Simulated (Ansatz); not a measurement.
Two members of one family ((BeO)n off), computed with Ansatz in the gas phase. The two geometries come from different levels. Binding counts from free atoms in the multiplicity of their measured ground term, without zero-point energy. The structures are stationary points that may keep the symmetry of their start. Remarks come from the PBE and PBE0 runs and from stability tests at other levels; not every state was tested.

First: Be4O3 (singlet, charge 0, PBE0-D4/def2-SVP geometry).

Cartesian coordinates in Å:
```
Be -0.324 0.954 1.461
Be 0.317 -1.124 -0.931
Be 0.114 -1.076 1.407
Be -0.186 1.201 -0.868
O -0.439 1.911 0.377
O 0.125 0.073 -1.720
O 0.393 -1.938 0.274
```

| level | HOMO (eV) | LUMO (eV) | gap (eV) | binding per atom (eV) |
| --- | --- | --- | --- | --- |
| PBE-D4/def2-SVP | -6.02 | -1.74 | 4.28 | 4.62 |
| PBE-D4/def2-TZVP | -5.94 | -1.66 | 4.28 | 4.62 |
| r2SCAN-D4/def2-TZVP | -6.11 | -1.33 | 4.78 | 4.57 |
| PBE0-D4/def2-SVP | -7.10 | -0.96 | 6.14 | 4.42 |
| PBE0-D4/def2-TZVP | -6.99 | -0.90 | 6.09 | 4.45 |

Second: Be7O8 (with an O–O bond) (singlet, charge 0, PBE-D4/def2-SVP geometry).

Cartesian coordinates in Å:
```
Be 0.7709 0.6967 1.6980
Be -1.9256 -0.9617 -0.7694
Be -0.1909 1.9464 -0.1461
Be -1.3339 0.2396 1.1804
Be 0.3922 -1.4477 0.1843
Be 2.2974 0.1366 0.1292
Be 0.4680 0.0398 -1.6455
O 2.2297 0.9145 1.3304
O 0.2745 1.5172 -1.4503
O -0.4968 1.6518 1.2936
O 1.5324 -0.8065 -0.7659
O -2.4656 -0.1012 0.2610
O -0.7939 -1.0067 -1.9422
O -0.0220 -0.7226 1.4814
O -0.7366 -2.0962 -0.8390
```

Question: What does the change do? Estimate second minus first.

Answer: 
| level | Δ HOMO (eV) | Δ LUMO (eV) | Δ gap (eV) | Δ binding per atom (eV) |
| --- | --- | --- | --- | --- |
| PBE-D4/def2-SVP | -0.77 | -2.10 | -1.33 | 0.54 |
| PBE-D4/def2-TZVP | -0.51 | -1.87 | -1.35 | 0.51 |
| r2SCAN-D4/def2-TZVP | -0.64 | -1.88 | -1.24 | 0.49 |
| PBE0-D4/def2-SVP | -1.30 | -1.50 | -0.20 | 0.51 |
| PBE0-D4/def2-TZVP | -1.02 | -1.21 | -0.19 | 0.48 |

Remarks: restricted SCF unstable in HF.
